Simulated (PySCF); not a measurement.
# Tb(61+): ionisation energy

Tb(61+) [He] 2s2 → Tb(62+) [He] 2s1 [2s1/2^1, M_J = 1/2], as a difference of total energies. Computed with PySCF 2.14 in an uncontracted even-tempered set (17 s from 44 bohr⁻², ratio 2.4; 13 p from 57 bohr⁻², ratio 2.4; 5 d from 180 bohr⁻², ratio 2.6; 4 f from 270 bohr⁻², ratio 2.6), with the two-component X2C-1e Hamiltonian. Correlated levels: nothing frozen; the 32 highest virtual spinors dropped. "Screened" scales the spin-orbit matrix elements by Boettger's factors to mimic the two-electron term; Breit and QED terms are absent.

```
                    method  ionisation energy (eV)
          GMP2 (spin-free)                 14456.9
 GHF (screened spin-orbit)                 14451.7
GMP2 (screened spin-orbit)                 14458.2
```

**Question.** How much does correlation contribute at GMP2 (screened spin-orbit)?

**Answer.** 14458.2 − (14451.7) = 6.5 eV, measured against GHF (screened spin-orbit).

For this ion Breit and QED terms and the two-electron picture change, all absent here, outweigh the correlation shift from GHF to GMP2.

For comparison: 14434 ± 12 eV (theoretical estimate listed by NIST; NIST Atomic Spectra Database, ionization energies).
